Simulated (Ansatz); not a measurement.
C2H5NO, SMILES `C=NCO` (C–N–C–O torsion -130°, N–C–O–H torsion -47°) (charge 0, multiplicity 1).

The numbers are results of PBE/cc-pVTZ // B3LYP-D3(BJ)/def2-TZVP run with Ansatz (a program for electronic structure), not measurements.

Ansatz 0.2 input:
```yaml
crystal:
  periodic: [false, false, false]
  atoms:
    - { symbol: C, position_ang: [1.476572, 0.322494, -0.264009] }
    - { symbol: N, position_ang: [0.249509, 0.529921, -0.456635] }
    - { symbol: C, position_ang: [-0.706799, -0.135569, 0.405195] }
    - { symbol: O, position_ang: [-1.699935, -0.771245, -0.363404] }
    - { symbol: H, position_ang: [2.210066, 0.820263, -0.895006] }
    - { symbol: H, position_ang: [1.860043, -0.345118, 0.51774] }
    - { symbol: H, position_ang: [-0.252777, -0.916204, 1.026814] }
    - { symbol: H, position_ang: [-1.139071, 0.633866, 1.058285] }
    - { symbol: H, position_ang: [-1.997606, -0.138408, -1.028983] }
basis:
  gaussian: { orbitals: cc-pVTZ }
hamiltonian:
  xc: pbe
```

Output:

```
Functional definition: PBE
970 factors; their error is unknown
mean field evaluation 1: about -5677.9859 eV, gradient 6.6e1 eV
mean field evaluation 2: about -5659.3894 eV, gradient 1.1e2 eV
mean field evaluation 4: about -5686.5531 eV, gradient 1.1e1 eV
mean field evaluation 8: about -5686.8117 eV, gradient 2.0e-1 eV
mean field evaluation 16: about -5686.7864 eV, gradient 1.7e-4 eV
mean field -5686.78635108 eV, -208.9855437600 hartree, gradient 4.2e-5 eV, S^2 0.000000; 0 other end points of the search recorded, 0 dependent functions left out
reference -5686.78638750 eV, -208.9855450982 hartree; 16, 16 occupied and 174, 174 virtual orbitals, 970 factors
Total energy: -5686.78638750 eV, -208.9855450982 hartree
```
